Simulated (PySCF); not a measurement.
Predicted microwave data (PBE0/pcSseg-1 in PySCF (dipole) on a GFN2-xTB geometry, gas phase) for one isomer of C6H14O:

```
Rotational constants : A = 4257, B = 1539, C = 1526 MHz
Dipole components    : |μa| = 0.44 D, |μb| = 1.09 D, |μc| = 0.00 D
Inertial defect      : -116.02 u·Å²
κ                    : -0.99
```

Question: Which structure is it? (One computed conformer of each.)
A. `[CH3:1][O:2][CH2:3][C:4]([CH3:5])([CH3:6])[CH3:7]` with C1–O2–C3–C4 180° (neo-PeOMe)
B. `[CH3:1][CH:2]([CH3:3])[O:4][CH:5]([CH3:6])[CH3:7]` with C1–C2–O4–C5 -86°, C2–O4–C5–C6 153° (diisopropyl ether)
C. `[CH3:1][CH2:2][CH2:3][CH2:4][O:5][CH2:6][CH3:7]` with C1–C2–C3–C4 -177°, C2–C3–C4–O5 66°, C3–C4–O5–C6 -179°, C4–O5–C6–C7 178° (n-BuOEt)

Answer: A. It is COCC(C)(C)C, a near-prolate asymmetric top, point group Cs. The candidates at the same level (rigid rotor, commonest isotopes):

| SMILES | A (MHz) | B (MHz) | C (MHz) | μa (D) | μb (D) | μc (D) | Δ (u·Å²) | point group | rotor |
| --- | --- | --- | --- | --- | --- | --- | --- | --- | --- |
| CC(C)OC(C)C | 4125 | 1543 | 1364 | 0.00 | 0.00 | 1.23 | -79.61 | C2 | asymmetric top |
| CCCCOCC | 6208 | 1010 | 920.2 | 0.47 | 0.85 | 0.56 | -32.67 | C1 | near-prolate asymmetric top |
| COCC(C)(C)C | 4257 | 1539 | 1526 | 0.44 | 1.09 | 0.00 | -116.02 | Cs | near-prolate asymmetric top |

`CC(C)OC(C)C` has C 11 % too low; `CCCCOCC` has A 46 % too high. In the right answer the mirror of this Cs structure is the ab plane, so μc vanishes by symmetry. No structure here is proved a minimum.
